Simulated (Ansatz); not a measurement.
Species: sum formula HSiO (charge 0, doublet). It need not be the lowest isomer of its formula. SMILES: O[Si]
Geometry: optimised at B3LYP-D3(BJ)/def2-TZVP (Ansatz, a first-principles code).

Parts of the frozen-core correlation energy in cc-pV(D+d)Z (Ansatz, hartree). Frozen orbitals: 6; correlated occupied orbitals by spin: 6 and 5; virtual: 30 and 31. Open shells are spin-unrestricted. Spin-orbit coupling is left out. Non-relativistic.

| term | value |
|---|---|
| reference (HF) | -364.36099 |
| MP2 opposite-spin | -0.18882 |
| MP2 same-spin | … |
| CCSD correlation | … |
| (T) | … |
| CCSDT minus CCSD(T) | -0.00063 |
| CCSDT(Q) minus CCSD(T) | -0.00146 |
| T1 diagnostic | 0.021 |
| largest doubles amplitude | 0.092 |
| <S^2> of the reference | 0.771 |

Some entries are withheld; supply them.


- MP2 same-spin, value: -0.06328
- CCSD correlation, value: -0.27206
- (T), value: -0.00687
